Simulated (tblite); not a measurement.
C5H12AlAsO.
SMILES with atom numbers: `[H][As+:7]([H])([H])[AlH2-:6][C@H:5]1[CH2:4][C@H:3]([CH:2]=[O:1])[CH2:8]1` (hydrogens: H9 on C2; H10 on C3; H11, H12 on C4; H13 on C5; H14, H15 on Al6; H16, H17, H18 on As7; H19, H20 on C8)
Bond orders are those of one Lewis drawing.

Computed with GFN2-xTB (tblite), gas phase: L-BFGS steps from a force-field or distance-geometry start until the largest atomic force falls under 0.01 eV/Å.

The end geometry, which sets the zero of energy:
```
atom  x, y, z in Å
O1     -2.4697    2.5788    1.0713
C2     -2.3329    1.4513    0.6858
C3     -1.0305    0.7875    0.3836
C4     -0.8671   -0.6286    0.9648
C5     -0.6470   -1.2005   -0.4608
Al6     1.2838   -1.7719   -0.6173
As7     2.4180    0.4618    0.1196
C8     -0.9427    0.2054   -1.0421
H9     -3.2108    0.7965    0.5079
H10    -0.2061    1.4724    0.6315
H11    -1.7528   -0.9931    1.4841
H12    -0.0006   -0.7302    1.6359
H13    -1.4397   -1.9097   -0.7274
H14     2.0485   -1.6889   -1.9856
H15     1.8996   -2.6285    0.5350
H16     2.6482    1.3383   -1.0590
H17     2.7898    1.5704    1.0553
H18     3.8164   -0.0263    0.0596
H19    -0.1342    0.6399   -1.6440
H20    -1.8751    0.2861   -1.6009
```

Problem. These geometries come from the run, each turned onto the end geometry. Order them by energy, lowest first.
A.
```
atom  x, y, z in Å
O1     -2.4787    2.5268    1.1928
C2     -2.3428    1.4415    0.7006
C3     -1.0395    0.7897    0.3775
C4     -0.8805   -0.6249    0.9678
C5     -0.6510   -1.2022   -0.4539
Al6     1.2827   -1.7616   -0.6189
As7     2.4223    0.4878    0.0724
C8     -0.9437    0.2018   -1.0433
H9     -3.2220    0.8151    0.4446
H10    -0.2166    1.4717    0.6353
H11    -1.7711   -0.9855    1.4818
H12    -0.0210   -0.7182    1.6484
H13    -1.4415   -1.9123   -0.7253
H14     2.0255   -1.6931   -1.9987
H15     1.9231   -2.5978    0.5366
H16     2.7882    1.3095   -1.1123
H17     2.7673    1.6119    1.0018
H18     3.7970   -0.0626    0.1435
H19    -0.1305    0.6311   -1.6443
H20    -1.8722    0.2818   -1.6090
```
B.
```
atom  x, y, z in Å
O1     -2.9739    1.6530    1.7241
C2     -2.6178    1.2969    0.6106
C3     -1.1633    0.9147    0.3997
C4     -0.7820   -0.3911    1.0548
C5     -0.4962   -1.0100   -0.3002
Al6     1.4183   -1.5561   -0.6029
As7     2.8928    0.3489   -0.1478
C8     -0.8865    0.3111   -0.9716
H9     -3.3266    1.2517   -0.1909
H10    -0.4758    1.7459    0.6458
H11    -1.6257   -0.9140    1.5782
H12     0.1145   -0.2908    1.7092
H13    -1.2170   -1.8221   -0.5399
H14     1.6179   -2.0241   -2.1172
H15     1.7829   -2.7480    0.3886
H16     3.0340    1.1941   -1.4378
H17     2.2531    1.2240    0.9859
H18     4.2897   -0.1877    0.3133
H19    -0.0563    0.8240   -1.4907
H20    -1.7870    0.1905   -1.6138
```
C.
```
atom  x, y, z in Å
O1     -2.5035    2.3645    1.4529
C2     -2.3627    1.4261    0.7180
C3     -1.0564    0.8115    0.3340
C4     -0.8648   -0.5902    0.9584
C5     -0.6526   -1.1942   -0.4536
Al6     1.2848   -1.7337   -0.6248
As7     2.4416    0.4972    0.1049
C8     -0.9791    0.1912   -1.0689
H9     -3.2398    0.9032    0.2844
H10    -0.2402    1.5078    0.5719
H11    -1.7411   -0.9499    1.4970
H12     0.0098   -0.6619    1.6233
H13    -1.4350   -1.9246   -0.6935
H14     2.0312   -1.6439   -1.9989
H15     1.9196   -2.5891    0.5221
H16     2.8963    1.1786   -1.1345
H17     2.8247    1.6809    0.9426
H18     3.7795   -0.1166    0.2782
H19    -0.1924    0.6138   -1.7073
H20    -1.9246    0.2400   -1.6089
```
D.
```
atom  x, y, z in Å
O1     -3.0103    1.6787    1.7290
C2     -2.5955    1.3143    0.6638
C3     -1.1786    0.9245    0.3814
C4     -0.7911   -0.4047    1.0748
C5     -0.5110   -1.0313   -0.3177
Al6     1.2714   -1.8645   -0.6731
As7     2.7415    0.1997   -0.1705
C8     -0.8959    0.3156   -0.9958
H9     -3.2827    1.2343   -0.2083
H10    -0.5209    1.7566    0.6535
H11    -1.6060   -0.8686    1.6277
H12     0.0793   -0.3120    1.7373
H13    -1.2620   -1.8051   -0.5453
H14     1.7289   -1.9666   -2.1769
H15     1.9006   -2.7373    0.4748
H16     3.1305    1.2127   -1.1825
H17     2.4869    1.2536    0.8471
H18     4.1481    0.0575    0.2801
H19    -0.0769    0.8035   -1.5457
H20    -1.7612    0.2500   -1.6565
```
E.
```
atom  x, y, z in Å
O1     -2.8447    1.7980    1.6889
C2     -2.4750    1.3102    0.6572
C3     -1.0750    0.8768    0.3539
C4     -0.7611   -0.4769    1.0318
C5     -0.6554   -1.1373   -0.3675
Al6     1.2195   -1.8303   -0.6514
As7     2.4475    0.4017   -0.0541
C8     -0.8647    0.2552   -1.0275
H9     -3.1946    1.0889   -0.1590
H10    -0.3772    1.6739    0.6304
H11    -1.5476   -0.8523    1.6857
H12     0.1907   -0.4681    1.5881
H13    -1.5396   -1.7581   -0.5464
H14     1.8370   -1.8474   -2.0917
H15     1.9233   -2.6465    0.4807
H16     2.9994    1.2294   -1.1554
H17     2.6102    1.5339    0.9119
H18     3.8006   -0.1108    0.2728
H19     0.0256    0.6343   -1.5552
H20    -1.7238    0.3359   -1.6957
```

Solution. A (0.002 eV), C (0.011 eV), E (0.072 eV), D (0.205 eV), B (1.621 eV).

In the order of the answer:

| step | E above end (eV) | largest force (eV/Å) | rms force component (eV/Å) | rms distance from end (Å) | rms bond change (Å) | bond most changed (Å) |
| --- | --- | --- | --- | --- | --- | --- |
| 110 | 0.002 | 0.02 | 0.007 | 0.058 | 0.001 | Al6–As7 +0.003 |
| 81 | 0.011 | 0.07 | 0.016 | 0.154 | 0.003 | C3–C4 +0.007 |
| 43 | 0.072 | 0.12 | 0.036 | 0.358 | 0.004 | C3–C8 -0.013 |
| 9 | 0.205 | 0.27 | 0.073 | 0.461 | 0.009 | Al6–As7 -0.028 |
| 0 | 1.621 | 3.12 | 0.774 | 0.495 | 0.050 | Al6–As7 -0.160 |

The cost below is that of the whole relaxation. On an Arm Neoverse N1 with one thread, shared host with 64 logical CPUs at a one-minute load of 60, this took 2.2 s wall.
